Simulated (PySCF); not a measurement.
Species: C₄H₁₂GaO₄ (charge -1).
Atom-mapped SMILES: `[CH3:1][O:2][Ga-:3]([O:4][CH3:5])([O:6][CH3:7])[O:8][CH3:9]` (hydrogens: H10, H11, H12 on C1; H13, H14, H15 on C5; H16, H17, H18 on C7; H19, H20, H21 on C9)

Computed, not measured: PBE0-D3(BJ)/def2-SVP geometry optimisation, gas phase in PySCF.

**Question.** List the bond lengths, angles and torsions at this level.

**Answer.** 
```
                    bond  length (Å)
  C1–O2 and 3 like bonds       1.376
 O2–Ga3 and 3 like bonds       1.841
C1–H10 and 11 like bonds       1.113
```

Bonds in one row agree within 0.01 Å and their mean is given. A selection of angles:
```
     angle  degrees
 O2–C1–H10    113.5
 O2–C1–H12    111.1
H10–C1–H11    106.3
H10–C1–H12    106.6
 C1–O2–Ga3    120.6
 O2–Ga3–O4    106.4
 O2–Ga3–O6    116.4
```

Torsions: C1–O2–Ga3–O4 -159° (antiperiplanar); O2–Ga3–O4–C5 32° (synclinal); O2–Ga3–O6–C7 85° (synclinal); O2–Ga3–O8–C9 158° (antiperiplanar). The mirror-image conformer, all signs reversed, is as good.

All 4 Ga–O bonds measure 1.841 Å. Ga3 (gallium bonded to 4 O) is distorted tetrahedral (angles from 105.8° to 116.5°). Of the pairs four or more bonds apart, O6···H21 is among the closest relative to their van der Waals radii: 2.61 Å, 96 % of the sum of Bondi's values. All 4 C–O bonds measure 1.376 Å.

Point group: near S4, missed by 0.08 Å at most; the miss may be what the optimiser left on a soft mode (C2 holds within 0.08 Å). PBE0-D3(BJ)/def2-SVP frequencies: not computed here.
